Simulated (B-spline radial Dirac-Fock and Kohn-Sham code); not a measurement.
What relativity does to the binding energies of Eu¹⁹⁺

System: europium as Eu¹⁹⁺ in the configuration [Kr] 4d8.

Both columns are ΔSCF binding energies of the configuration average from an atomic code on a B-spline grid: non-relativistic Hartree-Fock with a point nucleus, and Dirac-Fock with a finite nucleus and the Coulomb interaction alone, averaged over the two j levels with weights 2j+1.

| shell | Hartree-Fock (eV) | Dirac-Fock (eV) | shift (eV) | shift (%) |
| --- | --- | --- | --- | --- |
| 1s | 46441.7 | 49232.8 | +2791.09 | +6.01 |
| 2s | 7877.7 | 8593.5 | +715.80 | +9.09 |
| 2p | 7494.2 | 7720.9 | +226.63 | +3.02 |
| 3s | 2151.2 | 2319.4 | +168.24 | +7.82 |
| 3p | 1981.1 | 2040.0 | +58.94 | +2.97 |
| 4s | 793.1 | 838.2 | +45.11 | +5.69 |
| 4p | 721.7 | 737.6 | +15.83 | +2.19 |
| 4d | 597.3 | 594.9 | -2.46 | -0.41 |

Relativity binds 1s, 2s, 2p, 3s, 3p, 4s, 4p more strongly, among those listed most of all 2s in relative terms, and 4d more weakly, because the contracted s and p shells screen the nucleus better.

Values without a named source are computed, but for edge energies of neutral atoms, which are taken from tables.
